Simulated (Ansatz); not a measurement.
W(NH)2F2 (WN₂F₂H₂), relaxed as a singlet with RKS PBE-D4/def2-SVP in Ansatz, starting from the GFN2-xTB geometry. Force threshold 0.02 eV/Å.

In the def2 sets W takes a core potential; there is no spin–orbit coupling.

Start:

| atom | x (Å) | y (Å) | z (Å) |
| --- | --- | --- | --- |
| W1 | 0.182 | -0.299 | -0.197 |
| N2 | 0.013 | 1.351 | -0.881 |
| H3 | -0.169 | 2.329 | -1.113 |
| N4 | -0.531 | -0.501 | 1.437 |
| H5 | -0.983 | -0.438 | 2.351 |
| F6 | 1.975 | -0.853 | -0.215 |
| F7 | -0.488 | -1.589 | -1.383 |

```tsv
step	energy (eV)	largest force component (eV/Å)	SCF passes
1	-10262.4551	1.517	31
2	-10262.7187	0.462	37
3	-10262.7684	0.433	39
4	-10262.7871	0.220	33
5	-10262.7928	0.112	31
6	-10262.7942	0.224	31
7	-10262.7977	0.045	32
8	-10262.7978	0.005	32
```

Force components are those of the run's own axes.

End:

```tsv
atom	x (Å)	y (Å)	z (Å)
W1	0.254	-0.416	-0.273
N2	0.051	1.222	-0.877
H3	-0.260	2.197	-0.836
N4	-0.467	-0.538	1.326
H5	-0.963	-0.190	2.152
F6	2.109	-0.714	-0.074
F7	-0.722	-1.560	-1.416
```

By distances, no bond broke or formed. The bond that changes most is W1–N4, from 1.79 to 1.76 Å (atoms count from 1).

No frequencies were taken in this run, so the end may be a saddle point.

It took 10 s on 4 threads of Arm Neoverse V2 on a shared host.
